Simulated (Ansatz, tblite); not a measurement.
Cost and result up the ladder for BH2(nPr) (C3H9B) (13 atoms). The state is a singlet with charge 0. Geometry: PBE-D4/def2-SVP.

```xyz
13

B     1.852    0.319   -0.931
H     1.956    1.180   -1.788
H     2.816    0.112   -0.210
C     0.500   -0.422   -0.675
C    -0.231    0.366    0.452
C    -1.587   -0.245    0.815
H     0.649   -1.465   -0.320
H    -0.161   -0.451   -1.568
H    -0.377    1.424    0.140
H     0.412    0.405    1.359
H    -1.474   -1.291    1.169
H    -2.089    0.332    1.619
H    -2.267   -0.264   -0.062
```

Ansatz on 4 threads of Arm Neoverse V2 on a shared host; xTB runs through tblite on one thread. Times are rough, summed over both states, and most runs start from the orbitals of an earlier one. PBE0-D4/def2-TZVP serves as the yardstick here, not as an exact answer. The other state is a triplet.

The xTB rows come from tblite. HOMO above LUMO, or a gap near zero within one spin, warns that the state may not be the lowest or that an electron is smeared out.

xTB has no spin-polarisation term.

| level | functions | wall time | vertical triplet (eV) | difference from PBE0-D4/def2-TZVP (eV) | remarks |
| --- | --- | --- | --- | --- | --- |
| GFN2-xTB | 25 | 0.006 s | 4.72 | -0.25 | – |
| GFN1-xTB | 34 | 0.01 s | 4.92 | -0.05 | – |
| PBE-D4/def2-TZVP (with forces) | 178 | 3.8 s | 4.64 | -0.33 | gap within one spin near zero (triplet) |
| r2SCAN-D4/def2-TZVP | 178 | 7.7 s | 4.71 | -0.26 | – |
| PBE0-D4/def2-TZVP | 178 | 7.8 s | 4.97 | 0.00 | – |
